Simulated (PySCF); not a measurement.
Isomers of C3H12GeOSi, from PBE0-D3(BJ)/def2-SVP geometry optimisation, gas phase in PySCF 2.14.0. One conformer each, no zero-point energy, no frequencies.

Question: Which is lower in electronic energy at this level?
A. `[Si](C)(C)([O][GeH3])C`: A = 3032, B = 874.4, C = 872.9 MHz, dipole 0.82 D
B. `[CH3:1][O:2][CH2:3][SiH2:4][CH2:5][GeH3:6]` with C1–O2–C3–Si4 -175°, O2–C3–Si4–C5 59°, C3–Si4–C5–Ge6 -52°: A = 2138, B = 1169, C = 798.2 MHz, dipole 1.65 D

Answer: A. That is `C[Si](C)(C)[O][GeH3]`, 70.4 kcal/mol below the other.

```tsv
SMILES	mapped SMILES	E (Eh)	relative (kcal/mol)	relative (kJ/mol)	dipole (D)
C[Si](C)(C)[O][GeH3]	[CH3:1][Si:2]([CH3:3])([CH3:4])[O:5][GeH3:6]	-2562.25145	0.0	0.0	0.82
COC[SiH2][CH2][GeH3]	[CH3:1][O:2][CH2:3][SiH2:4][CH2:5][GeH3:6]	-2562.13929	70.4	294.5	1.65
```

As drawn, the lower has an Si–O bond, which the higher lacks.
